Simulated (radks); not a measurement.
Ge II, configuration [Ar] 3d9.5 4s2 4p1.5 (fractional occupations, a model configuration).

Method: Dirac Kohn-Sham, PBEsol, spin-unpolarised, spherical densities, finite nucleus; open shells are shared between the two j in proportion to 2j + 1; Fermi nuclear charge, rms radius 4.0742 fm; computed with a radial shooting solver on a logarithmic mesh with Libxc functionals.

Energy parts (eV):
part                       energy
total                  -57050.615
kinetic                 58254.995
electron-nucleus      -137306.563
Hartree                 24110.282
exchange-correlation    -2109.328

Orbitals (lengths in bohr, moments of r in powers of bohr; r(max) is where P^2 peaks):
| orbital | occ. | eigenvalue (eV) | <r^4> | r(max) | <r> |
|---|---|---|---|---|---|
| 1s1/2 | 2 | -10963.72 | 0.00002280 | 0.03074 | 0.04703 |
| 2s1/2 | 2 | -1385.687 | 0.004701 | 0.1762 | 0.2099 |
| 2p1/2 | 2 | -1234.573 | 0.003299 | 0.1392 | 0.1813 |
| 2p3/2 | 4 | -1202.747 | 0.003523 | 0.1422 | 0.1849 |
| 3s1/2 | 2 | -182.6551 | 0.3215 | 0.5420 | 0.6224 |
| 3p1/2 | 2 | -132.7878 | 0.3939 | 0.5366 | 0.6367 |
| 3p3/2 | 4 | -128.4642 | 0.4205 | 0.5450 | 0.6472 |
| 3d3/2 | 3.8 | -43.8107 | 1.005 | 0.4981 | 0.7150 |
| 3d5/2 | 5.7 | -43.2051 | 1.033 | 0.5008 | 0.7198 |
| 4s1/2 | 2 | -21.3458 | 31.71 | 1.675 | 1.972 |
| 4p1/2 | 0.5 | -12.4289 | 77.25 | 1.990 | 2.414 |
| 4p3/2 | 1 | -12.1513 | 81.89 | 2.021 | 2.451 |

The highest occupied level is 4p3/2 at -12.151 eV. The density falls to 0.001 e/bohr^3 at r = 3.97 bohr. Summed over all electrons, <r^2> = 29.63 bohr^2, which gives a Langevin (diamagnetic) susceptibility term of -23.5 x 10^-6 cm^3/mol. The electron density at the nucleus is 3.167e+04 e/bohr^3.
